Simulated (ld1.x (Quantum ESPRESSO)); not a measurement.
## Which change was made? (B, TM)

ld1.x (Quantum ESPRESSO) 7.5 input, shortened:

```
&input
   title='B', zed=5., rel=1, dft='BLYP', iswitch=3,
   config='[He] 2s1 2p2 3d-2'
 /
 &inputp
   pseudotype=2, tm=.true., lloc=-2, rcloc=1.15,
   nlcc=.true., rcore=1.30
 /
3
2S  1  0   1.00   0.00  1.35  1.35  0.0
2P  2  1   2.00   0.00  3.40  3.40  0.0
3D  3  2  -2.00   0.35  3.20  3.20  0.0
 &test
   configts(1)='2s1 2p2'
 /
```

Cutoffs, loose and tight: the cutoffs (Ry, on a coarse ladder) from which the occupation-weighted sum of valence levels, in a spherical-Bessel basis at the reference potential, stays within 10 and 1 mRy of its value at 400 Ry. They do not see the model core or the augmentation charge, which bear on the density cutoff. Test errors are all-electron minus pseudo excitation energies from the reference, over the configurations 2s2 2p1; 2s2 2p0; 2s1 2p0; 2s2 2p0.5; 2s0 2p3; 2s1 2p1; 2s2 2p1.3; variants that change the core or the reference have their own tests.

The base gives: outcome: generated; cutoff, loose: 18 Ry; cutoff, tight: 45 Ry; bound ghosts: none; largest test error (meV): +775.

Problem. After one change the result is: outcome: generated; cutoff, loose: 18 Ry; cutoff, tight: 45 Ry; bound ghosts: none; largest test error (meV): +1124. Which change was it?
A. reference 2s2 2p1
B. all radii but the core radius scaled by about 1.26 (s 1.70, p 4.28, d 4.02 bohr); local potential all-electron potential smoothed inside 1.44 bohr (lloc = -2)
C. wave 2p (bound): rc 3.40 bohr becomes 2p (bound): rc 3.84 bohr

Solution. C. The others give: all radii but the core radius scaled by about 1.26 (s 1.70, p 4.28, d 4.02 bohr); local potential all-electron potential smoothed inside 1.44 bohr (lloc = -2) → outcome: generated; cutoff, loose: 15 Ry; cutoff, tight: 25 Ry; bound ghosts: none; largest test error (meV): +1603 | reference 2s2 2p1 → outcome: generated; cutoff, loose: 21 Ry; cutoff, tight: 55 Ry; bound ghosts: none; largest test error (meV): +440.
